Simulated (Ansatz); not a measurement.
Gas-phase electronic energies from Ansatz, PBE0-D4/def2-TZVP geometries. CCSD(T)/CBS adds triple-zeta CCSD(T) − MP2 to the extrapolated MP2 energy (def2 sets, frozen cores). DFT in def2-TZVPP. For Ge outer-core shells are correlated without core-valence functions, which leaves a few kJ/mol of doubt a bond. Scalar relativity is left out up to krypton. One conformer a species, not always the lowest.

Reaction (formal exchange of groups at the Si–B bond): `C[SiH2]BO[SiH3]` + `[CH3][GeH3]` → `C[SiH2][GeH2][CH3]` + `BO[SiH3]`

`C[SiH2]BO[SiH3]`:

Cartesian coordinates in Å:
```
C 2.676 0.773 -0.443
Si 1.406 0.045 0.737
B -0.489 0.224 0.026
O -1.398 -0.751 0.242
Si -3.001 -0.886 -0.165
H 2.690 0.225 -1.388
H 3.679 0.731 -0.014
H 2.443 1.817 -0.662
H 1.466 0.794 2.032
H 1.748 -1.375 1.044
H -0.844 1.211 -0.580
H -3.439 0.324 -0.908
H -3.157 -2.096 -1.007
H -3.779 -1.036 1.087
```

`[CH3][GeH3]`:

Z-matrix (Å, degrees):
```
C
Ge 1 1.953
H 1 1.091 2 110.3
H 1 1.090 2 110.3 3 120.0
H 1 1.090 2 110.3 3 -120.0
H 2 1.539 1 110.4 3 -59.8
H 2 1.539 1 110.4 3 60.2
H 2 1.539 1 110.4 3 -179.8
```

`C[SiH2][GeH2][CH3]`:

Z-matrix (Å, degrees):
```
C
Si 1 1.878
H 1 1.092 2 110.8
H 1 1.092 2 110.9 3 -120.1
H 1 1.092 2 110.7 3 119.9
Ge 2 2.382 1 111.1 3 -60.3
H 2 1.491 1 109.8 3 179.5
H 2 1.490 1 110.1 3 61.4
C 6 1.962 2 111.2 1 -57.5
H 6 1.545 2 109.8 1 63.0
H 6 1.543 2 110.6 1 -179.0
H 9 1.090 6 110.3 2 179.6
H 9 1.091 6 110.3 2 59.7
H 9 1.091 6 110.2 2 -60.3
```

`BO[SiH3]`:

Cartesian coordinates in Å:
```
B 0.470 0.347 1.450
O 0.371 0.626 0.136
Si -0.323 -0.191 -1.129
H -0.005 -0.670 1.887
H 1.040 1.134 2.152
H -0.926 -1.461 -0.649
H 0.736 -0.468 -2.128
H -1.363 0.683 -1.720
```

```json
{"level": "r2SCAN-D4", "ΔE (kJ/mol)": "-40.0"}
{"level": "PBE0-D4", "ΔE (kJ/mol)": "-40.2"}
{"level": "MP2/def2-QZVPP", "ΔE (kJ/mol)": "-46.3"}
{"level": "SCS-MP2/def2-QZVPP", "ΔE (kJ/mol)": "-43.0"}
```

(1) What does CCSD(T)/CBS give? (An estimate is asked.)

Largest T1 diagnostic among the species: 0.013.

## Answers

(1) The calculation gave: -41.8 kJ/mol. The listed levels differ from it by 1.8, 1.6, -4.5, -1.2 kJ/mol.

The D4 term adds −3.1 kJ/mol with B3LYP and −1.8 kJ/mol with PBE0; it sums over pairs of atoms, weighted by their polarisabilities, and B3LYP, whose exchange is more repulsive, gets the larger term.

B3LYP here is the variant with VWN-RPA as its local correlation; programs differ in this.
